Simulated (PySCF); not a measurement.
# Correlation energy of Pb²⁺ (lead, charge +2)

[Xe] 4f14 5d10 6s1 6p1, high-spin 3P determinant (an excited configuration). Computed with PySCF 2.14 in x2c-TZVPPall, with the spin-free X2C one-electron Hamiltonian (Gaussian nucleus). Frozen: [Xe] 4f14 5d10; 2 electrons correlated.

With two correlated electrons CCSD is exact within the correlated space (frozen core and kept virtual orbitals).

```
level  correlation energy (mhartree)
 CCSD                          -2.82
```

Diagnostics: T1 = 0.0017, D1 = 0.0025, largest double amplitude 0.029.

Question: Is a single reference adequate?

Answer: Yes, within this model without spin-orbit coupling: T1 lies below 0.03 and no double amplitude reaches 0.07.
